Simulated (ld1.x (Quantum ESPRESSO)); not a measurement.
**Configuration tests for Mo (TM)**

ld1.x (Quantum ESPRESSO) 7.5 input, shortened:

```
&input
   title='Mo', zed=42., rel=1, dft='PBE', iswitch=3,
   config='[Kr] 4d4 5s0 5p0'
 /
 &inputp
   pseudotype=2, tm=.true., lloc=1,
   nlcc=.true.
 /
3
5S  1  0   0.00   0.00  2.35  2.35  0.0
4D  3  2   4.00   0.00  2.45  2.45  0.0
5P  2  1   0.00   0.00  2.90  2.90  0.0
 &test
   configts(1)='4d4 5s0 5p0'
 /
```

Energies are relative to the spin-unpolarised reference configuration 4d4 5s0 5p0; without spin polarisation the order of configurations can differ from experiment.

```json
{"valence configuration": "4d5 5s1 5p0", "charge": "0", "ΔE all-electron (eV)": "-22.352", "error AE − PS (meV)": "-134"}
{"valence configuration": "4d5 5s0 5p0", "charge": "+1", "ΔE all-electron (eV)": "-15.462", "error AE − PS (meV)": "-178"}
{"valence configuration": "4d3 5s0 5p0", "charge": "+3", "ΔE all-electron (eV)": "26.744", "error AE − PS (meV)": "-258"}
{"valence configuration": "4d4 5s2 5p0", "charge": "0", "ΔE all-electron (eV)": "-22.153", "error AE − PS (meV)": "-14"}
{"valence configuration": "4d5.5 5s0.5 5p0", "charge": "0", "ΔE all-electron (eV)": "-22.072", "error AE − PS (meV)": "-277"}
```

(1) What are ΔE and the potential's error for 4d5 5s0 5p1?

(2) What are ΔE and the potential's error for 4d6 5s0 5p0?

Levels in the configuration 4d5.5 5s0.5 5p0:

```json
{"level": "4d", "all-electron (eV)": "-2.967", "pseudo (eV)": "-2.755"}
{"level": "5s", "all-electron (eV)": "-3.744", "pseudo (eV)": "-3.852"}
```

## Answers

(1) ΔE = -19.211 eV all-electron; the error (AE − PS) is -133 meV.

(2) ΔE = -21.589 eV all-electron; the error (AE − PS) is -451 meV.
